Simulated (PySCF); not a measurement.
CH₇Si₂, SMILES [SiH2]C[SiH3], multiplicity 2. Geometry: B3LYP-D3(BJ)/def2-SVP. The isomer is the one that the SMILES or the coordinates give; other isomers of the formula were not compared.

Computed equilibrium geometry at B3LYP-D3(BJ)/def2-SVP (PySCF confirms it by a frequency run) as bond lengths and angles:
Atoms: Si1 C2 Si3 H4 H5 H6 H7 H8 H9 H10. Bonds (Å): Si1–C2 1.893, Si1–H4 1.497, Si1–H5 1.496, C2–Si3 1.889, C2–H6 1.106, C2–H7 1.104, Si3–H8 1.493, Si3–H9 1.492, Si3–H10 1.492. Bond angles (°): C2–Si1–H4 111.8, C2–Si1–H5 111.0, H4–Si1–H5 109.7, Si1–C2–Si3 115.6, Si1–C2–H6 108.2, Si1–C2–H7 108.7, Si3–C2–H6 108.5, Si3–C2–H7 108.7, H6–C2–H7 106.7, C2–Si3–H8 110.6, C2–Si3–H9 110.1, C2–Si3–H10 110.2, H8–Si3–H9 108.6, H8–Si3–H10 108.7, H9–Si3–H10 108.5.
Charge 0, spin multiplicity 2.
